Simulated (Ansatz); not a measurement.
Ansatz (a quantum-chemistry and plane-wave program) input:
A basis named .json is the Basis Set Exchange file of that set.

Ansatz 0.2 input:
```yaml
crystal:
  periodic: [false, false, false]
  atoms:
    - {symbol: Bi, position_ang: [-0.02765227, -0.00809940, 0.22836547]}
    - {symbol: F, position_ang: [1.52880280, -1.03205701, -0.77749007]}
    - {symbol: F, position_ang: [0.15851754, 1.80877515, -0.84265955]}
    - {symbol: O, position_ang: [-1.61134305, -0.78977661, -0.54662339]}
basis:
  gaussian:
    orbitals: def2-TZVPPD.json
total_charge: -1
magnetization: {spin_polarized: false}
correlation: {method: ccsd_t, electrons: outside_noble_gas}
```

Problem. Predict the final energy.

Solution. -488.41234 Eh (CCSD(T)/def2-TZVPPD). The basis has 176 functions. The run takes around 30 core-seconds (rough).

It need not be the lowest isomer of its formula. Whether it binds its extra electron was not tested at this geometry.
